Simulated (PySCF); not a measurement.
**Al+ (aluminium, charge +1): UHF calculation**

Configuration: [Ne] 3s2, closed-shell 1S. Calculation: PySCF 2.14, in cc-pVDZ-DK (4s3p1d, 18 functions); the spin-free X2C one-electron Hamiltonian (Gaussian nucleus).

```
Total energy                        : -242.103608 hartree
One-electron energy                 : -333.4013 hartree
Hartree (Coulomb) energy            : 109.2392 hartree
Exchange energy                     : -17.9416 hartree
⟨S²⟩                                : 0.0000
⟨L²⟩                                : 0.000
Sum of ⟨r⟩                          : 9.945 bohr
Sum of ⟨r²⟩                         : 17.37 bohr²
Langevin diamagnetic susceptibility : -13.8 ×10⁻⁶ cm³/mol
Time after the integrals            : 0.04 s of wall time on 1 thread of Neoverse-V1 (shared host)
```

```json
{"shell": "1s", "electrons": "2", "mean orbital energy (hartree)": "-58.93793", "rms radius, mean of both spins (bohr)": "0.139"}
{"shell": "2s", "electrons": "2", "mean orbital energy (hartree)": "-5.23820", "rms radius, mean of both spins (bohr)": "0.675"}
{"shell": "2p", "electrons": "6", "mean orbital energy (hartree)": "-3.52441", "rms radius, mean of both spins (bohr)": "0.674"}
{"shell": "3s", "electrons": "2", "mean orbital energy (hartree)": "-0.65361", "rms radius, mean of both spins (bohr)": "2.62"}
```

Densities and radii are taken from the X2C orbitals without a picture-change correction, which distorts them close to the nucleus.
